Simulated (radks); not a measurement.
Task: All-electron atom: Nb26+ in [Ne] 3s2 3p3. All-electron calculation, Dirac Kohn-Sham, PBE, spin-unpolarised, spherical densities, finite nucleus; open shells fill j = l - 1/2 first; Fermi nuclear charge, rms radius 4.324 fm. Program: a radial shooting solver on a logarithmic mesh with Libxc functionals.

Spin-orbit splittings of the eigenvalues, e(l+1/2) - e(l-1/2), with zeta = 2 splitting/(2l+1) and mean radii in bohr:

| shell | occ. | splitting (eV) | zeta (eV) | <r> j=l-1/2 | <r> j=l+1/2 |
|---|---|---|---|---|---|
| 2p | 6 | 97.99 | 65.33 | 0.1328 | 0.1371 |
| 3p | 3 | ? | ? | 0.3735 | 0.3802 |
| 3d | 0 | 5.049 | 2.019 | 0.3364 | 0.3384 |

Estimate the 3p splitting.

Result: 22.60 eV (zeta = 15.07 eV).
